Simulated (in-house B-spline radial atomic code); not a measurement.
# RPA and G0W0 on wB97X: Kr VII (Kr6+)

Configuration [Ar] 3d10 4s2, mean-field start wB97X. Computed with an all-electron radial atomic-structure program (B-spline basis): all electrons, scalar-relativistic (spin-free one-electron X2C), finite nucleus, each spin shell either full or empty, empty states to l = 9 with an (l + 1/2)⁻⁴ tail; G0W0 by contour deformation at full frequency.

Command:
```bash
python run_gw.py task.json out
```
Settings (radii: box in bohr, nucleus in fm):
```
Z                        36
electrons                30
configuration            [Ar] 3d10 4s2
hamiltonian              x2c
method                   wb97x
lmax                     9
rms_radius               4.1884
spin_polarised           False
box_radius               9.29
intervals                67
ion_configuration        [Ar] 3d10 4s1
```

Run time, properties included: 4.2 s on 1 thread of AMD EPYC 7R13 Processor (shared host).

Energies (hartree):

```tsv
term	value
mean-field total	-2780.40058
Hartree-Fock functional on these orbitals	-2778.64079
direct second order	-2.5444
second-order exchange	0.7395
SOSEX correction	0.68824
```

Q: What is the RPA correlation energy, and what remains with SOSEX?

A: RPA gives -2.2583 hartree (-2.05 eV per electron); RPA + SOSEX gives -1.5701, and the second-order doubles -1.8049 hartree (no singles). SOSEX takes back 30 % of the RPA value.

Quasi-particle levels (eV):

```
level  occupied  mean field  Σx - vxc     Σc  QP weight     G0W0
   4s       yes     -106.76     -0.49      ?          ?        ?
   3d       yes     -180.56    -13.63   3.05      0.957  -191.14
   3p       yes     -296.59    -24.15   8.22      0.862  -312.52
   4p        no      -80.14      3.76  -1.65      0.974   -78.03
```

G0W0 = mean field + (Σx - vxc) + Σc, with Σc (partial-wave tail included) taken at the quasi-particle energy. Only the outer levels were computed. Levels of low weight are left out.

Q: Where does G0W0 put 4s?

A: At -109.62 eV, with Σc = -2.36 eV and a quasi-particle weight of 0.975. The tabulated removal energy is 109.13 ± 0.05 eV (NIST, tabulated theory); the calculation leaves out spin-orbit coupling, Breit and QED terms, and what these don't explain is the method's own error.

Q: What does it cost to remove one electron (to [Ar] 3d10 4s1) by differences of total energies, each species on its own start (correlation terms add to the Hartree-Fock functional)?

A: wB97X 109.10 eV, Hartree-Fock functional 106.91 eV, + RPA 109.32 eV, + RPA + SOSEX 108.78 eV, + second order 109.48 eV. Tabulated: 109.13 ± 0.05 eV (NIST, tabulated theory); the calculation leaves out spin-orbit coupling, Breit and QED terms, and what these don't explain is the method's own error.
